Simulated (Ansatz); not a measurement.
Process, species as SMILES: CO[SiH](OC)OC [trimethoxysilane] -> CC(C)[Si](O)(O)O [trihydroxy(propan-2-yl)silane]
Each molecule is optimised on its own at B3LYP-D3(BJ)/def2-TZVP (Ansatz, a first-principles code), one conformer each, not searched for the lowest. Frequencies are from Ansatz.

Property: isomerisation energy (enthalpy at 298 K, with B3LYP-D3(BJ) rigid-rotor harmonic-oscillator terms), in kcal/mol. Valence correlation only, unless marked. No spin-orbit coupling. Non-relativistic. Basis-set limits of correlation are two-point, X^-3; Hartree-Fock from the larger set. The bracket is a focal-point correction in the basis named.

RI-MP2/CBS(aug-cc-pV(T+d)Z,aug-cc-pV(Q+d)Z)+[CCSD(T)-MP2]/aug-cc-pV(T+d)Z (Ansatz) gives -49.2 kcal/mol.

**Question.** Another calculation gave -43.3 kcal/mol. Which level was it?
A) B2PLYP/def2-TZVPD (Ansatz)
B) BLYP/def2-TZVPD (Ansatz)
C) PBE0/def2-TZVPD (Ansatz)
D) SVWN5/def2-TZVPD (Ansatz)

**Answer.** A, B2PLYP/def2-TZVPD (Ansatz). The others give -48.7 (SVWN5), -45.9 (PBE0), -38.2 (BLYP) kcal/mol.
